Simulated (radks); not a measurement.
Fractional charge and spin in the 6s shell of erbium: the spin-up occupation runs from 0 to 1 and the spin-down occupation from 0 to 1; the fullest corner is Er, [Xe] 4f(up 6, down 6) 6s(up 1, down 1). All-electron calculation, scalar-relativistic Kohn-Sham, PBE, spin-polarised, spherical densities, point nucleus. Program: a radial shooting solver on a logarithmic mesh with Libxc functionals. Energy (eV) above the fullest corner. The planes named below are the two flat planes that join the four corners, with an edge along up + down = one added electron.

down \ up       0     0.5      1
0          18.337  11.566  6.193
0.5        11.566   6.383  2.494
1           6.193   2.494  0.000

Corners above the fullest one (they belong to Er+ and the next ion): (up 1, down 0) 6.193 eV, (up 0, down 1) 6.193 eV, (up 0, down 0) 18.337 eV. With half an added electron in each spin the energy lies 0.190 eV from the planes, and with half an added electron in spin up alone -0.699 eV. The planes are only a guide here: the flat-plane condition holds for ground states with one frontier orbital, while this shell lies below other occupied shells, so the corners above the fullest one are inner-hole states and not the ground states of those ions.
